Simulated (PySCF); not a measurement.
Species: C6H3ClN2Se.
Bonds: Cl1–C2, C2–C3 (aromatic), C3–C4 (aromatic), C4–C5 (aromatic), C5–C6 (aromatic), C6–Se7 (aromatic), Se7–N8 (aromatic), N8–N9 (aromatic), N9–C10 (aromatic), C2–C10 (aromatic), C6–C10 (aromatic). Hydrogens: H11 on C3; H12 on C4; H13 on C5.

A GFN2-xTB structure was refined with PBE0-D3(BJ)/def2-SVP geometry optimisation, gas phase in PySCF. Its GFN2-xTB values:

```tsv
coordinate	GFN2-xTB
Cl1–C2	1.716 Å
C2–C3	1.379 Å
C2–C10	1.401 Å
C3–C4	1.395 Å
C3–H11	1.078 Å
C4–C5	1.379 Å
C4–H12	1.079 Å
C5–C6	1.389 Å
C5–H13	1.079 Å
C6–Se7	1.861 Å
C6–C10	1.425 Å
Se7–N8	1.866 Å
N8–N9	1.228 Å
N9–C10	1.351 Å
C2–C3–C4	120.6°
C2–C10–C6	119.4°
C2–C10–N9	126.4°
C6–Se7–N8	85.4°
C6–C10–N9	114.2°
Se7–C6–C10	108.3°
Se7–N8–N9	113.9°
N8–N9–C10	118.3°
```

Task: How do these coordinates change at the PBE0-D3(BJ)/def2-SVP level?

Result: 
```json
{"coordinate": "Se7–N8", "PBE0-D3(BJ)/def2-SVP (Å or °)": "1.944", "change": "+0.078"}
{"coordinate": "N9–C10", "PBE0-D3(BJ)/def2-SVP (Å or °)": "1.376", "change": "+0.025"}
{"coordinate": "C4–H12", "PBE0-D3(BJ)/def2-SVP (Å or °)": "1.092", "change": "+0.013"}
{"coordinate": "C3–H11", "PBE0-D3(BJ)/def2-SVP (Å or °)": "1.091", "change": "+0.013"}
{"coordinate": "C5–H13", "PBE0-D3(BJ)/def2-SVP (Å or °)": "1.091", "change": "+0.012"}
{"coordinate": "C6–Se7", "PBE0-D3(BJ)/def2-SVP (Å or °)": "1.850", "change": "-0.011"}
{"coordinate": "C5–C6", "PBE0-D3(BJ)/def2-SVP (Å or °)": "1.400", "change": "+0.011"}
{"coordinate": "C4–C5", "PBE0-D3(BJ)/def2-SVP (Å or °)": "1.388", "change": "+0.009"}
{"coordinate": "C3–C4", "PBE0-D3(BJ)/def2-SVP (Å or °)": "1.403", "change": "+0.008"}
{"coordinate": "C6–C10", "PBE0-D3(BJ)/def2-SVP (Å or °)": "1.417", "change": "-0.008"}
{"coordinate": "C2–C3", "PBE0-D3(BJ)/def2-SVP (Å or °)": "1.386", "change": "+0.007"}
{"coordinate": "C2–C10", "PBE0-D3(BJ)/def2-SVP (Å or °)": "1.408", "change": "+0.007"}
{"coordinate": "N8–N9", "PBE0-D3(BJ)/def2-SVP (Å or °)": "1.233", "change": "+0.005"}
{"coordinate": "Cl1–C2", "PBE0-D3(BJ)/def2-SVP (Å or °)": "1.718", "change": "+0.002"}
{"coordinate": "Se7–N8–N9", "PBE0-D3(BJ)/def2-SVP (Å or °)": "111.3", "change": "-2.6"}
{"coordinate": "C2–C10–N9", "PBE0-D3(BJ)/def2-SVP (Å or °)": "124.5", "change": "-1.9"}
{"coordinate": "C6–C10–N9", "PBE0-D3(BJ)/def2-SVP (Å or °)": "115.5", "change": "+1.3"}
{"coordinate": "C2–C10–C6", "PBE0-D3(BJ)/def2-SVP (Å or °)": "120.0", "change": "+0.6"}
{"coordinate": "C2–C3–C4", "PBE0-D3(BJ)/def2-SVP (Å or °)": "120.1", "change": "-0.5"}
{"coordinate": "Se7–C6–C10", "PBE0-D3(BJ)/def2-SVP (Å or °)": "108.8", "change": "+0.5"}
{"coordinate": "C6–Se7–N8", "PBE0-D3(BJ)/def2-SVP (Å or °)": "85.8", "change": "+0.4"}
{"coordinate": "N8–N9–C10", "PBE0-D3(BJ)/def2-SVP (Å or °)": "118.6", "change": "+0.3"}
```

The energy falls by 8.0 kJ/mol over 6 energy and gradient evaluations, the largest force component goes from 0.0287 to 3.6e-04 Eh/bohr, and the atoms move by 0.025 Å rms after alignment. The bond that changes most is Se7–N8 (ends: selenium bonded to C and N; pyridine-type nitrogen), which lengthens by 0.078 Å. Bonds longer at the end by more than 0.005 Å: 10 of 14; shorter: 2. Rotational constants go from 1716, 589.1, 438.6 to 1683, 588.6, 436.1 MHz.

The run used 177 basis functions and 44 SCF cycles in all. On an AMD EPYC 9R14 with one thread, shared host with 96 logical CPUs at a one-minute load of 82, this took 92 s of wall time and 0.91 GiB of memory at its peak.

Whether it is a minimum is left open (no frequencies).
